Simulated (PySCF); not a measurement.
Species: C3H14BNOSi.
Atom-mapped SMILES: `[CH3:1][Si:2]([CH3:3])([CH3:4])[O:5][BH2-:6][NH3+:7]` (hydrogens: H8, H9, H10 on C1; H11, H12, H13 on C3; H14, H15, H16 on C4; H17, H18 on B6; H19, H20, H21 on N7)

Geometry (GFN2-xTB, Å), atoms numbered from 1 in this order:
```xyz
21
C3H14BNOSi angstrom
C     -1.4961    0.1574   -1.5919
Si    -0.8340    0.0447    0.2011
C     -1.3767   -1.6267    0.9525
C     -1.5904    1.4787    1.2126
O      0.7589    0.0275    0.2797
B      1.9800    0.6835   -0.0431
N      3.0481   -0.6182   -0.0638
H     -1.1639    1.0742   -2.0704
H     -1.1424   -0.6705   -2.2011
H     -2.5811    0.1451   -1.6254
H     -1.0768   -1.7123    1.9925
H     -0.9536   -2.4726    0.4182
H     -2.4563   -1.7271    0.9157
H     -1.3146    2.4401    0.7890
H     -2.6745    1.4320    1.2492
H     -1.2266    1.4632    2.2360
H      2.3826    1.3990    0.8226
H      2.0279    1.1456   -1.1417
H      4.0031   -0.3326   -0.2442
H      2.7139   -1.2550   -0.7786
H      2.9637   -1.0590    0.8454
```

The closed-shell SCF was solved with PySCF and density fitting under several settings on one GFN2-xTB geometry (grid level 2 and gas phase unless stated).

```json
{"settings": "PBE0/def2-SVPD", "basis functions": "259", "SCF cycles": "14", "E (Eh)": "-566.4583", "HOMO (eV)": "-6.72", "LUMO (eV)": "-0.14", "dipole (D)": "4.73"}
{"settings": "revPBE/pcSseg-1", "basis functions": "196", "SCF cycles": "15", "E (Eh)": "-566.9889", "HOMO (eV)": "-5.25", "LUMO (eV)": "-0.44", "dipole (D)": "4.93"}
```

Estimate the rows for these settings: (1) B3LYP/pcSseg-1; (2) PW91/pcSseg-1, IEF-PCM methanol, grid level 3.

| settings | basis functions | SCF cycles | E (Eh) | HOMO (eV) | LUMO (eV) | dipole (D) |
| --- | --- | --- | --- | --- | --- | --- |
| B3LYP/pcSseg-1 | 196 | 13 | -567.1886 | -6.50 | 0.03 | 4.94 |
| PW91/pcSseg-1, IEF-PCM methanol, grid level 3 | 196 | 15 | -567.0243 | -5.57 | 0.27 | 5.87 |

Over all rows, what range does the HOMO–LUMO gap span?

From 4.81 eV (revPBE/pcSseg-1) to 6.58 eV (PBE0/def2-SVPD). The functional of the narrowest has no exact exchange, that of the widest 25 % exact exchange.

And the dipole moment?

From 4.73 D (PBE0/def2-SVPD) to 5.87 D (PW91/pcSseg-1, IEF-PCM methanol, grid level 3); the largest is 1.24 times the smallest, and the median is 4.94 D.

Whole jobs, the steps after the SCF included, on one thread, Arm Neoverse N1, on a shared host:

```csv
settings,work after the SCF,wall time
PBE0/def2-SVPD,"6 singlets by TDA, 2 Tamm–Dancoff triplets, polarisability",72 s
revPBE/pcSseg-1,shieldings,68 s
B3LYP/pcSseg-1,shieldings,48 s
"PW91/pcSseg-1, IEF-PCM methanol, grid level 3","1 singlet by full TDDFT, 5 Tamm–Dancoff triplets, polarisability",51 s
```

Cycle counts include a coarse-grid stage where the run had one. The structure is a single GFN2-xTB conformer; no vibrational corrections.
